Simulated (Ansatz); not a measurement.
## Ligand exchange: HF + B(CH3)2(SH) → H2S + B(CH3)2F

Species: HF (hydrogen fluoride), singlet; B(CH3)2(SH), singlet; H2S (hydrogen sulfide) `S`, singlet; B(CH3)2F, singlet. The partners trade F for SH: H–F and B–SH bonds give way to H–SH and B–F.

Shapes, held fixed at every level: PBE0-D4/def2-TZVP. Programs: Ansatz 0.2.0. The zero-point and thermal change to 298 K, harmonic and unscaled (PBE0-D4/def2-TZVP), is -5.6 kJ/mol.

```
                level                    kind  ΔH(298 K) (kJ/mol)  less CCSD(T)/CBS estimate
          HF/def2-SVP            Hartree–Fock              -101.9                      -38.8
  B3LYP-D4/def2-TZVPP           global hybrid               -72.8                       -9.7
r2SCAN0-D4/def2-TZVPP           global hybrid               -69.3                       -6.2
   wB97M-V/def2-TZVPP  range-separated hybrid               -74.0                      -10.9
         MP2/def2-SVP     perturbation theory               -77.3                      -14.2
     CCSD(T)/def2-SVP   coupled cluster or CI               -81.8                      -18.7
      CCSD/def2-TZVPP   coupled cluster or CI               -72.6                       -9.5
 CCSD(T)/CBS estimate   coupled cluster or CI               -63.1                        0.0
```

The highest level, CCSD(T)/CBS estimate, gives ΔH(298 K) = -63.1 kJ/mol; the levels span -101.9 to -63.1. The column of differences is taken from that level and isn't an error. No measured value is set beside it here. The CBS estimate extrapolates MP2 from def2-TZVPP and def2-QZVPP and adds CCSD(T) − MP2 in the triple-zeta set, cores frozen. CCSD(T)/CBS estimate lies outside the range of all other levels here, so it shouldn't be taken on trust.
